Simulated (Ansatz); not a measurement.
Calculated with Ansatz (gas phase, PBE0-D4/def2-TZVP geometries, no zero-point term in ΔE). CCSD(T)/CBS adds triple-zeta CCSD(T) − MP2 to the extrapolated MP2 energy (def2 sets, frozen cores). This one scheme is used for every species. DFT in def2-TZVPP. HSE06 is defined as in plane-wave codes. Each species was taken in one conformer, which may not be the lowest.

Consider the ligand exchange at a B–C bond: `BC(F)[SiH3]` + `N=C=N` → `BN=C=N` + `FC[SiH3]`.

| level | ΔE (kJ/mol) | difference from CCSD(T)/CBS |
| --- | --- | --- |
| PBE-D4 | -94.5 | 2.5 |
| r2SCAN-D4 | -96.2 | 0.8 |
| B97M-V | -98.1 | -1.1 |
| r2SCANh-D4 | -97.0 | 0.0 |
| BHLYP-D4 | -107.3 | -10.3 |
| ωB97X-V | -95.8 | 1.2 |
| PBE | -97.0 | 0.0 |
| HSE06 | -99.1 | -2.1 |
| LC-ωPBE | -96.9 | 0.1 |
| HF/def2-SVP | -127.1 | -30.1 |
| CCSD(T)/def2-SVP | -113.5 | -16.5 |
| SCS-MP2/def2-TZVPP | -103.8 | -6.8 |
| CCSD(T)/def2-TZVPP | -97.5 | -0.5 |
| MP2/def2-QZVPP | -101.3 | -4.3 |
| HF/CBS(def2) | -116.0 | -19.0 |
| CCSD/CBS(def2) | -99.0 | -2.0 |
| CCSD(T)/CBS | -97.0 | 0 |

Largest T1 diagnostic among the species: 0.017.

The D4 term adds +4.0 kJ/mol with B3LYP and +2.0 kJ/mol with PBE0; it sums over pairs of atoms, weighted by their polarisabilities, and B3LYP, whose exchange is more repulsive, gets the larger term. In def2-TZVPP, CCSD(T) changes the Hartree–Fock value by +18.1 kJ/mol (the triples alone add +1.9 kJ/mol) and MP2 by +14.1 kJ/mol. At CCSD(T), def2-SVP lies −16.5 kJ/mol from the extrapolated value and def2-TZVPP −0.5 kJ/mol.

B3LYP here is the variant with VWN-RPA as its local correlation; programs differ in this.
